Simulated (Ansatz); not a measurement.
Reaction (ligand exchange at a B–N bond): `BN(C)BC` + `CCCO` → `BOCCC` + `CBNC`

Program: Ansatz. Geometries: PBE0-D4/def2-TZVP. ΔE: electronic, gas phase. CCSD(T)/CBS is the MP2 limit (def2-TZVPP, def2-QZVPP) plus CCSD(T) − MP2 in def2-TZVPP, frozen cores. One conformer a species, not always the lowest.

```
  species  CCSD/def2-TZVPP energy (Eh)
`BN(C)BC`                   -185.74419
   `CCCO`                   -194.01073
  `BOCCC`                   -219.42471
   `CBNC`                   -160.34952
```

Q: Work out ΔE.

A: ΔE = (-219.42471) + (-160.34952) − (-185.74419) − (-194.01073) = -0.01931 Eh = -50.7 kJ/mol. CCSD(T)/CBS gives -49.1 kJ/mol.

Largest T1 diagnostic among the species: 0.012.

From PBE to PBE0 (25 % exact exchange), in def2-TZVPP and without D4, ΔE moves by +4.0 kJ/mol. The D4 term adds +4.2 kJ/mol with B3LYP and +2.1 kJ/mol with PBE0; it sums over pairs of atoms, weighted by their polarisabilities, and B3LYP, whose exchange is more repulsive, gets the larger term.

B3LYP here is the variant with VWN-RPA as its local correlation; programs differ in this.
